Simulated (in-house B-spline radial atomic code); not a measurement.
Configurations of Er IX (Er8+), with energies counted from [Kr] 4d10 4f10 5s2 5p2. All numbers are computed (scalar-relativistic (X2C) revTPSS, spin-polarised, spherical fractional occupations; Fermi nucleus of rms radius 5.2516 fm) with a radial B-spline atomic code at the basis-set limit, not measured. Shells without spins written out take the highest spin.

Occupations are held fixed; configurations that lie above the ionisation limit could autoionise.

```json
{"configuration": "[Kr] 4d10 4f(7 up, 3 down) 5s2 5p(1 up, 1 down)", "E - E(ref) (eV)": "3.4525", "highest orbital": "4f down", "its <r> (bohr)": "0.6953"}
{"configuration": "[Kr] 4d10 4f(4 up, 6 down) 5s2 5p(0 up, 2 down)", "E - E(ref) (eV)": "3.865", "highest orbital": "4f up", "its <r> (bohr)": "0.6883"}
{"configuration": "[Kr] 4d10 4f(6 up, 4 down) 5s2 5p(1 up, 1 down)", "E - E(ref) (eV)": "6.4186", "highest orbital": "4f down", "its <r> (bohr)": "0.6929"}
{"configuration": "[Kr] 4d10 4f9 5s2 5p2 5d1", "E - E(ref) (eV)": "31.142", "highest orbital": "5d up", "its <r> (bohr)": "1.491"}
{"configuration": "[Kr] 4d10 4f(6 up, 3 down) 5s2 5p(0 up, 2 down) 6p(0 up, 1 down)", "E - E(ref) (eV)": "71.416", "highest orbital": "6p down", "its <r> (bohr)": "2.404"}
{"configuration": "[Kr] 4d(5 up, 4 down) 4f(7 up, 4 down) 5s2 5p(1 up, 1 down)", "E - E(ref) (eV)": "169.13", "highest orbital": "4f down", "its <r> (bohr)": "0.6923"}
{"configuration": "[Kr] 4d9 4f10 5s2 5p2 6s1", "E - E(ref) (eV)": "218.96", "highest orbital": "6s up", "its <r> (bohr)": "2.16"}
{"configuration": "[Kr] 4d9 4f10 5s2 5p2 6p1", "E - E(ref) (eV)": "230.36", "highest orbital": "6p up", "its <r> (bohr)": "2.39"}
```

**Question.** Order these further configurations by energy, lowest first.
A. [Kr] 4d9 4f10 5s2 5p3
B. [Kr] 4d(4 up, 5 down) 4f(3 up, 7 down) 5s2 5p(1 up, 1 down) 6s(1 up, 0 down)
C. [Kr] 4d10 4f10 5s2 5p1 6f1
D. [Kr] 4d9 4f10 5s2 5p2 6f1
E. [Kr] 4d10 4f10 5s2 5p1 6s1

**Answer.** E (60.509 eV), C (103.52 eV), A (155.84 eV), B (223.53 eV), D (262.4 eV).

**Question.** How far above the reference does [Kr] 4d10 4f9 5s2 5p2 6p1 lie?

**Answer.** 63.243 eV; its least bound orbital is 6p up with <r> = 2.393 bohr.

**Question.** How far above the reference does [Kr] 4d10 4f(7 up, 2 down) 5s2 5p(0 up, 2 down) 6s(0 up, 1 down) lie?

**Answer.** 56.967 eV; its least bound orbital is 6s down with <r> = 2.175 bohr.

**Question.** How far above the reference does [Kr] 4d10 4f10 5s2 5p1 5f1 lie?

**Answer.** 80.218 eV; its least bound orbital is 5f up with <r> = 2.081 bohr.
